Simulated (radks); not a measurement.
All-electron atom: Se XVIII in [Ne] 3s2 3p5 (the NIST ground configuration). Calculated with a radial shooting solver on a logarithmic mesh with Libxc functionals: Dirac Kohn-Sham, LB94 model potential, spin-unpolarised, spherical densities, finite nucleus; open shells fill j = l - 1/2 first; Fermi nuclear charge, rms radius 4.14 fm.

Normalised radial functions P(r) = r R(r) (large component), r in bohr:

```
   r/bohr * 3p1/2 (the largest magnitude, 1.57, reaches the edge; | marks zero)
 0.002582                             *
 0.003205                             *
 0.004009                             *
 0.005016                             *
 0.006275                             *
 0.007851                             |*
 0.009822                             |*
  0.01219                             |*
  0.01525                             | *
  0.01908                             |  *
  0.02387                             |   *
  0.02986                             |    *
  0.03736                             |      *
  0.04674                             |         *
  0.05801                             |           *
  0.07258                             |             *
   0.0908                             |               *
   0.1136                             |              *
   0.1421                             |           *
   0.1778                             |     *
   0.2207                          *  |
   0.2761               *             |
   0.3454      *                      |
   0.4321  *                          |
   0.5406    *                        |
   0.6763           *                 |
   0.8394                   *         |
     1.05                         *   |
    1.314                            *|
    1.644                             *
```

3p1/2: eigenvalue -701.00 eV, 1 radial node at r = 0.206 bohr, <r> = 0.494 bohr, 90 % of the charge inside 0.736 bohr.
